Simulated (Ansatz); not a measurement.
System: ZnH2, charge 0, multiplicity 1. 
Structure (B3LYP-D3(BJ)/def2-TZVP (Ansatz, a quantum-chemistry and plane-wave program) minimum search):
```xyz
3

Zn     0.0000     0.0000     0.0000
H      0.0000     0.0000    -1.5440
H      0.0000     0.0000     1.5440
```
Charge 0, spin multiplicity 1.

Total electronic energies in hartree. Valence correlation only, unless marked. Spin-orbit coupling is left out. Frozen are the shells of the preceding noble gas and the d and f shells that filled before the atom's block. Non-relativistic. CBS marks a two-point X^-3 extrapolation of the correlation energy; Hartree-Fock from the larger set. [CCSD(T)-MP2]/basis is that difference in the basis named.

```
level                                                            program  energy (Eh)
--------------------------------------------------------  --------------  -----------
HF/6-31G*                                                         Ansatz  -1778.60399
HF/def2-TZVPP                                                     Ansatz  -1778.93016
B3LYP-D4/def2-TZVPD                                       Ansatz + dftd4  -1780.62181
B3LYP/def2-TZVPD                                                  Ansatz  -1780.62038
PBE0-D3(BJ)/def2-TZVP                                     Ansatz + dftd3  -1780.30858
B2PLYP-D4/def2-TZVPD                                      Ansatz + dftd4  -1780.25293
B2PLYP/def2-TZVPD                                                 Ansatz  -1780.25233
MP2/6-31G                                                         Ansatz  -1778.82573
MP2/def2-SVPD                                                     Ansatz  -1779.01704
RI-MP2/CBS(def2-TZVPP,def2-QZVPP)                                 Ansatz   -1779.5608
SCS-MP2/def2-QZVPP                                                Ansatz  -1779.48245
CCSD/6-31G                                                        Ansatz  -1778.81456
CCSD(T)/def2-QZVPPD                                               Ansatz  -1779.51286
RI-MP2/CBS(def2-TZVPP,def2-QZVPP)+[CCSD(T)-MP2]/def2-SVP          Ansatz   -1779.5590
CCSD(T)/CBS(def2-TZVPPD,def2-QZVPPD)                              Ansatz   -1779.5383
```

Totals of different functionals don't rank their quality; only differences between species are comparable.
